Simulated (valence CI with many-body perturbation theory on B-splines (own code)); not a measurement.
The numbers below are computed, except where a source is named.
# Basis-set convergence for Ir VI

Method: valence CI with perturbative core correlation (CI+MBPT): four valence electrons over a frozen Dirac-Fock core [Xe] 4f14, a basis of 7 s, 7 p, 8 d, 6 f, 4 g, 1 h functions for each j, with the one-electron correlation potential Σ1, the two-electron term Σ2, the three-electron term Σ3, Breit, model QED; selected CI, second order for the rest, scaled by the run's own slope (own B-spline code, finite nucleus).

No measured levels were compared; by estimate terms of the open shell hold to 2 to 4 % of their energy, and close levels can change places; different configurations can be misplaced against each other by 1,000 to 8,000 cm⁻¹. Only levels of the ground parity were solved; by the run's estimate the other parity begins above the list, which can be wrong where configurations are misplaced.

The reference run has the lowest level 5d4 5D_0 and an ionisation energy of 73.5458 eV. Its largest variational space holds 19995 state functions.

Names give the largest LS component (configuration and term), which can be under half, so a name can repeat, a term be missing and a line seem to break the LS rules; names also repeat where a configuration has a term twice. Letters in brackets count levels of one name in rising energy.

Changed runs:
A. basis 6 s, 6 p, 5 d, 5 f, 1 g
B. basis 5 s, 5 p, 4 d, 4 f

Excitation energies of the reference run in cm⁻¹, and shifts in cm⁻¹:

```
                 Level  Reference        A        B
              5d4 5D_1       5595     -103     -209
              5d4 5D_2      10294     -137     -250
              5d4 5D_3      13833     -121     -177
              5d4 5D_4      15904      -32      +83
          5d4 3P_0 [a]      22560      +83     +267
              5d4 3H_4      24015      +96     +716
              5d4 3G_3      28323     +138     +877
          5d4 3F_2 [a]      29207     +184     +920
              5d4 3H_5      29895     +125     +956
          5d4 3P_1 [a]      30316     +118     +572
              5d4 3H_6      32519     +167    +1121
              5d4 3G_4      35537     +142     +953
Ionisation energy (eV)    73.5458  -0.0623  -0.1174
```
